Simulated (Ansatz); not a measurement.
**Relative stability**

The two ends of one reaction step of Si3H9F, closed shell (PBE0-D4/def2-TZVP).

A:

```json
{"atom": "Si1", "x (Å)": "-1.4468", "y (Å)": "0.0927", "z (Å)": "1.1096"}
{"atom": "F2", "x (Å)": "-1.1712", "y (Å)": "1.5024", "z (Å)": "1.8283"}
{"atom": "H3", "x (Å)": "-1.6811", "y (Å)": "0.3595", "z (Å)": "-0.3344"}
{"atom": "H4", "x (Å)": "-2.6910", "y (Å)": "-0.4763", "z (Å)": "1.6917"}
{"atom": "Si5", "x (Å)": "0.3733", "y (Å)": "-1.3433", "z (Å)": "1.4534"}
{"atom": "H6", "x (Å)": "0.9264", "y (Å)": "1.6790", "z (Å)": "-0.7595"}
{"atom": "Si7", "x (Å)": "0.8700", "y (Å)": "0.9750", "z (Å)": "-2.0658"}
{"atom": "H8", "x (Å)": "0.4518", "y (Å)": "-1.7299", "z (Å)": "2.8875"}
{"atom": "H9", "x (Å)": "0.1638", "y (Å)": "-2.5685", "z (Å)": "0.6344"}
{"atom": "H10", "x (Å)": "1.6506", "y (Å)": "-0.6989", "z (Å)": "1.0524"}
{"atom": "H11", "x (Å)": "2.1103", "y (Å)": "1.2514", "z (Å)": "-2.8336"}
{"atom": "H12", "x (Å)": "-0.3099", "y (Å)": "1.4444", "z (Å)": "-2.8342"}
{"atom": "H13", "x (Å)": "0.7539", "y (Å)": "-0.4876", "z (Å)": "-1.8296"}
```

B:

```
atom    x (Å)    y (Å)    z (Å)
 Si1  -1.1346  -0.3786  -0.1883
  F2   0.7159   1.8473   1.4751
  H3  -1.9357  -1.4086  -0.9081
  H4  -2.0738   0.6125   0.4011
 Si5   0.2169  -1.3761   1.4526
  H6   0.9028   1.9437   0.5709
 Si7   0.1936   0.6960  -1.7868
  H8  -0.1591  -0.9008   2.8069
  H9   0.0478  -2.8535   1.3916
 H10   1.6468  -1.0639   1.1936
 H11   1.0220   1.7731  -1.1486
 H12  -0.5991   1.3607  -2.8538
 H13   1.1565  -0.2518  -2.4061
```

Program: Ansatz 0.2.0. Basis: def2-TZVPP. Cores are frozen in the correlated methods. B3LYP uses VWN-RPA correlation.

Problem. Which structure is lower at CCSD(T), and by how much? (To be estimated.)

Solution. The calculation gives: A, by 107.6 kJ/mol (electronic energy, against the other). By their contacts, A is a complex of Si₂H₅F ([F][SiH2][SiH3]) + SiH₄ and B is a complex of Si₃H₈ ([SiH3][SiH2][SiH3]) + HF.

All methods give the same order:

```json
{"method": "SPW92", "E(B) − E(A) (kJ/mol)": "77.6"}
{"method": "PBE-D4", "E(B) − E(A) (kJ/mol)": "83.1"}
{"method": "BLYP-D4", "E(B) − E(A) (kJ/mol)": "107.0"}
{"method": "r2SCAN-D4", "E(B) − E(A) (kJ/mol)": "101.8"}
{"method": "B97M-V", "E(B) − E(A) (kJ/mol)": "105.9"}
{"method": "PBE0-D4", "E(B) − E(A) (kJ/mol)": "89.6"}
{"method": "B3LYP-D4", "E(B) − E(A) (kJ/mol)": "110.9"}
{"method": "r2SCAN0-D4", "E(B) − E(A) (kJ/mol)": "103.4"}
{"method": "BHLYP-D4", "E(B) − E(A) (kJ/mol)": "120.3"}
{"method": "CAM-B3LYP-D4", "E(B) − E(A) (kJ/mol)": "118.4"}
{"method": "wB97X-V", "E(B) − E(A) (kJ/mol)": "109.5"}
{"method": "wB97M-V", "E(B) − E(A) (kJ/mol)": "111.6"}
{"method": "B2PLYP", "E(B) − E(A) (kJ/mol)": "115.7"}
{"method": "PBE-QIDH", "E(B) − E(A) (kJ/mol)": "101.2"}
{"method": "RPA on PBE", "E(B) − E(A) (kJ/mol)": "113.5"}
{"method": "HF", "E(B) − E(A) (kJ/mol)": "145.6"}
{"method": "MP2", "E(B) − E(A) (kJ/mol)": "111.0"}
{"method": "CCSD", "E(B) − E(A) (kJ/mol)": "113.1"}
{"method": "CCSD(T)", "E(B) − E(A) (kJ/mol)": "107.6"}
```

T1 diagnostic: at most 0.013.

Labels in which every atom is bracketed show which atoms are joined, not bond orders.

For scale, one of the runs: CCSD(T)/def2-TZVPP, 283 basis functions, launched by `ansatz run in.yaml --threads 8 --pin off --events-out ev --progress --plain --max-ram 19148MiB`. Time: 75 s of wall clock on 8 CPU threads of an Arm Neoverse V2; the host was shared. Peak host memory: 7.6 GiB.
